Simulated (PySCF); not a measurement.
# Electron correlation in Ne⁺ (neon, charge +1)

[He] 2s2 2p5, 2P determinant. Computed with PySCF 2.14 in dyall-acv3z, with no relativity, point nucleus. Frozen: nothing; 9 electrons correlated; the 5 highest virtual orbitals of each spin left out.

```
  level  correlation energy (mhartree)
   CCSD                        -278.25
    (T)                          -3.18
CCSD(T)                        -281.43
```

Diagnostics: T1 = 0.0034, D1 = 0.0062, largest double amplitude 0.023.

Cost of the coupled-cluster step: of the order of 17 core-seconds, for 9 correlated electrons.

Iterations:

```
CC2 = 0
CCSD nocc = (np.int64(5), np.int64(4)), nmo = (71, 71)
frozen orbitals [[71, 72, 73, 74, 75], [71, 72, 73, 74, 75]]
max_cycle = 100
direct = 0
conv_tol = 1e-08
conv_tol_normt = 1e-06
diis_space = 8
diis_start_cycle = 0
Init t2, MP2 energy = -0.266105035592756
Init E_corr(UCCSD) = -0.266105035594615
cycle = 1  E_corr(UCCSD) = -0.275682929039485  dE = -0.00957789344  norm(t1,t2) = 0.0183785
cycle = 2  E_corr(UCCSD) = -0.277684711887486  dE = -0.00200178285  norm(t1,t2) = 0.00511974
cycle = 3  E_corr(UCCSD) = -0.27824653480916  dE = -0.000561822922  norm(t1,t2) = 0.00215454
cycle = 4  E_corr(UCCSD) = -0.278266394582348  dE = -1.98597732e-05  norm(t1,t2) = 0.000546729
cycle = 5  E_corr(UCCSD) = -0.278248250682563  dE = 1.81438998e-05  norm(t1,t2) = 0.000212996
cycle = 6  E_corr(UCCSD) = -0.278251276996239  dE = -3.02631368e-06  norm(t1,t2) = 3.10505e-05
cycle = 7  E_corr(UCCSD) = -0.278251813023453  dE = -5.36027214e-07  norm(t1,t2) = 6.79207e-06
cycle = 8  E_corr(UCCSD) = -0.278251603209712  dE = 2.09813741e-07  norm(t1,t2) = 1.80573e-06
cycle = 9  E_corr(UCCSD) = -0.278251583809255  dE = 1.94004575e-08  norm(t1,t2) = 3.85417e-07
cycle = 10  E_corr(UCCSD) = -0.278251596078482  dE = -1.22692276e-08  norm(t1,t2) = 9.13442e-08
cycle = 11  E_corr(UCCSD) = -0.278251595377686  dE = 7.00796698e-10  norm(t1,t2) = 2.10703e-08
UCCSD converged
E(UCCSD) = -128.1024879359972  E_corr = -0.2782515953776856
UCCSD(T) correction = -0.00317747500417434
```
